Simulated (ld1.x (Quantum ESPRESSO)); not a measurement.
**tantalum (Ta), TM: configuration errors across variants**

ld1.x (Quantum ESPRESSO) 7.5 input, shortened:

```
&input
   title='Ta', zed=73., rel=1, dft='PBESOL', iswitch=3,
   config='[Xe] 4f14 5d3 6s2 6p0'
 /
 &inputp
   pseudotype=2, tm=.true., lloc=0,
   nlcc=.true., new_core_ps=.true., rcore=0.70
 /
4
6P  2  1   0.00   0.00  3.75  3.75  0.0
5D  3  2   3.00   0.00  2.05  2.05  0.0
4F  4  3  14.00   0.00  0.85  0.85  0.0
6S  1  0   2.00   0.00  2.65  2.65  0.0
 &test
   configts(1)='4f14 5d3 6s2 6p0'
 /
```

All-electron excitation energies from the reference (eV): (1) 4f14 5d3 6s1 6p0 8.505; (2) 4f14 5d3 6s0 6p0 23.481; (3) 4f14 5d2 6s0 6p0 47.092; (4) 4f14 5d3 6s0 6p1 13.632; (5) 4f14 5d3 6s1 6p1 4.222; (6) 4f13 5d3 6s2 6p0 33.803; (7) 4f14 5d4 6s1 6p0 2.096.

Tests that are not counted but printed errors over 1 eV. “wave 4f (bound): rc 0.85 bohr becomes 4f (bound): rc 0.74 bohr”: 4f13 5d3 6s2 6p0 (solver errors, printed error -3.1 eV).

2 further variants failed, have other tests or too few solved ones, and are left out.

Errors AE − PS in meV (a dash: test not solved or not reliable):

| change | (1) | (2) | (3) | (4) | (5) | (6) | (7) | bound ghosts |
| --- | --- | --- | --- | --- | --- | --- | --- | --- |
| base | -10 | -54 | -203 | -21 | -5.1 | -2962 | -50 | not determined |
| wave 6p (bound): rc 3.75 bohr becomes 6p (bound): rc 3.92 bohr | -10 | -54 | -202 | -18 | -4.6 | -2962 | -50 | not determined |
| wave 5d (bound): rc 2.05 bohr becomes 5d (bound): rc 2.92 bohr | -9.2 | -51 | -200 | -19 | -5.0 | -3110 | -40 | not determined |
| wave 4f (bound): rc 0.85 bohr becomes 4f (bound): rc 0.74 bohr | -10 | -54 | -203 | -21 | -5.1 | – | -50 | not determined |

Problem. Give the same row for: wave 6s (bound): rc 2.65 bohr becomes 6s (bound): rc 3.00 bohr.

Solution. -9.5, -53, -218, -21, -5.4, -2884, –; bound ghosts: not determined.
